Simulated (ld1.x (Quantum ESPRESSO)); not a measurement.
Plane-wave convergence, TM potential for S

S (Z = 16), norm-conserving Troullier–Martins (Kleinman–Bylander form), made with ld1.x (Quantum ESPRESSO) 7.5 (LDA (PZ), fully relativistic). Core [Ne], reference 3s1.75 3p4.25. Waves: 3s (bound): rc 1.45 bohr; 3p (bound): rc 1.70 bohr; 3d channel at 0.05 Ry: rc 1.30 bohr. Local part: all-electron potential smoothed inside 1.60 bohr (lloc = -1). Core correction: a·sin(br)/r model core inside 1.05 bohr.

Open shells are filled in proportion to 2j + 1 (rel_dist='average').

The pseudo-atom Hamiltonian at the reference potential is diagonalised in spherical Bessel functions j_l(qr) that vanish at 20 bohr, with q² up to the cutoff. All-electron valence levels (Ry): 3s -1.2831, 3p1/2 -0.5372, 3p3/2 -0.5308.

How do the lowest levels (Ry) of each channel move with the cutoff, and are there ghosts?

```json
{"cutoff (Ry)": "8", "s #1": "-1.1688", "p1/2 #1": "-0.5153", "p1/2 #2": "0.0336", "p3/2 #1": "-0.5100", "p3/2 #2": "0.0338", "d3/2 #1": "0.0719", "d5/2 #1": "0.0719", "f #1": "0.1179", "Σ f·Δε (mRy)": "290.5"}
{"cutoff (Ry)": "10", "s #1": "-1.1986", "p1/2 #1": "-0.5298", "p1/2 #2": "0.0331", "p3/2 #1": "-0.5238", "p3/2 #2": "0.0333", "d3/2 #1": "0.0718", "d5/2 #1": "0.0718", "f #1": "0.1179", "Σ f·Δε (mRy)": "178.6"}
{"cutoff (Ry)": "15", "s #1": "-1.2494", "p1/2 #1": "-0.5359", "p1/2 #2": "0.0329", "p3/2 #1": "-0.5295", "p3/2 #2": "0.0331", "d3/2 #1": "0.0717", "d5/2 #1": "0.0717", "f #1": "0.1179", "Σ f·Δε (mRy)": "64.7"}
{"cutoff (Ry)": "21", "s #1": "-1.2757", "p1/2 #1": "-0.5361", "p1/2 #2": "0.0329", "p3/2 #1": "-0.5298", "p3/2 #2": "0.0331", "d3/2 #1": "0.0716", "d5/2 #1": "0.0716", "f #1": "0.1179", "Σ f·Δε (mRy)": "17.8"}
{"cutoff (Ry)": "25", "s #1": "-1.2779", "p1/2 #1": "-0.5366", "p1/2 #2": "0.0329", "p3/2 #1": "-0.5303", "p3/2 #2": "0.0331", "d3/2 #1": "0.0716", "d5/2 #1": "0.0716", "f #1": "0.1179", "Σ f·Δε (mRy)": "11.8"}
{"cutoff (Ry)": "30", "s #1": "-1.2783", "p1/2 #1": "-0.5370", "p1/2 #2": "0.0329", "p3/2 #1": "-0.5307", "p3/2 #2": "0.0331", "d3/2 #1": "0.0715", "d5/2 #1": "0.0715", "f #1": "0.1179", "Σ f·Δε (mRy)": "9.4"}
{"cutoff (Ry)": "40", "s #1": "-1.2798", "p1/2 #1": "-0.5372", "p1/2 #2": "0.0329", "p3/2 #1": "-0.5308", "p3/2 #2": "0.0331", "d3/2 #1": "0.0714", "d5/2 #1": "0.0714", "f #1": "0.1179", "Σ f·Δε (mRy)": "6.0"}
{"cutoff (Ry)": "50", "s #1": "-1.2820", "p1/2 #1": "-0.5372", "p1/2 #2": "0.0329", "p3/2 #1": "-0.5309", "p3/2 #2": "0.0331", "d3/2 #1": "0.0714", "d5/2 #1": "0.0714", "f #1": "0.1179", "Σ f·Δε (mRy)": "2.1"}
{"cutoff (Ry)": "55", "s #1": "-1.2826", "p1/2 #1": "-0.5372", "p1/2 #2": "0.0329", "p3/2 #1": "-0.5309", "p3/2 #2": "0.0331", "d3/2 #1": "0.0714", "d5/2 #1": "0.0714", "f #1": "0.1179", "Σ f·Δε (mRy)": "1.1"}
{"cutoff (Ry)": "60", "s #1": "-1.2829", "p1/2 #1": "-0.5372", "p1/2 #2": "0.0329", "p3/2 #1": "-0.5309", "p3/2 #2": "0.0331", "d3/2 #1": "0.0714", "d5/2 #1": "0.0714", "f #1": "0.1179", "Σ f·Δε (mRy)": "0.6"}
{"cutoff (Ry)": "80", "s #1": "-1.2830", "p1/2 #1": "-0.5373", "p1/2 #2": "0.0329", "p3/2 #1": "-0.5309", "p3/2 #2": "0.0331", "d3/2 #1": "0.0714", "d5/2 #1": "0.0714", "f #1": "0.1179", "Σ f·Δε (mRy)": "0.3"}
{"cutoff (Ry)": "400", "s #1": "-1.2832", "p1/2 #1": "-0.5373", "p1/2 #2": "0.0329", "p3/2 #1": "-0.5309", "p3/2 #2": "0.0331", "d3/2 #1": "0.0714", "d5/2 #1": "0.0714", "f #1": "0.1179", "Σ f·Δε (mRy)": "0.0"}
```

Result: no extra level below or beside the all-electron valence levels (s, p1/2, p3/2, d3/2, d5/2, f tested); 10 mRy is reached at 30 Ry and 1 mRy at 60 Ry.
